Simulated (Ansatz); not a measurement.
A trace of molecular dynamics of AlH$_{4}$NOSi (8 atoms, charge 0, multiplicity 1).

Method: RKS LDA/STO-3G in Ansatz.

```json
{
  "ensemble": "NVE (velocity Verlet)",
  "starting velocities drawn for": "300 K",
  "seed": "5399"
}
```

```tsv
time (fs)	T (K)	potential energy less start (eV)	conserved less start (meV/atom)
0.0	300	0.000	0.00
4.0	177	0.096	0.12
8.0	186	0.089	0.09
12.0	452	-0.117	0.11
16.0	1286	-0.763	0.17
20.0	2746	-1.898	-0.18
24.0	3286	-2.317	-0.10
28.0	3351	-2.367	-0.09
32.0	3362	-2.376	-0.18
36.0	2688	-1.851	0.04
40.0	1876	-1.222	-0.02
44.0	1273	-0.754	0.07
48.0	1287	-0.765	0.12
52.0	2174	-1.453	-0.01
56.0	3164	-2.222	-0.05
60.0	3670	-2.615	-0.11
64.0	3713	-2.648	-0.13
68.0	2974	-2.074	0.04
72.0	2054	-1.361	-0.03
76.0	1189	-0.689	0.11
80.0	1054	-0.584	0.11
84.0	1879	-1.225	-0.07
88.0	2772	-1.917	0.02
92.0	3677	-2.621	-0.20
96.0	3557	-2.527	-0.07
100.0	2681	-1.847	0.03
```

Task: Can this run be trusted? Judge the integration.

Result: The conserved energy stayed within 0.2 meV per atom of its start (net change 0.033 meV per atom), so the integration is sound. The system heated up, since it started high on the potential surface and ran downhill. A run of 0.1 ps of so small a system gives no equilibrium averages. The orbitals stay closed-shell, which can raise the energy where a bond breaks towards radicals; this wasn't checked here. Limits of this set-up: minimal basis. The time step was 0.5 fs.

The run took 3.1 min on 1 CPU thread of a shared host.
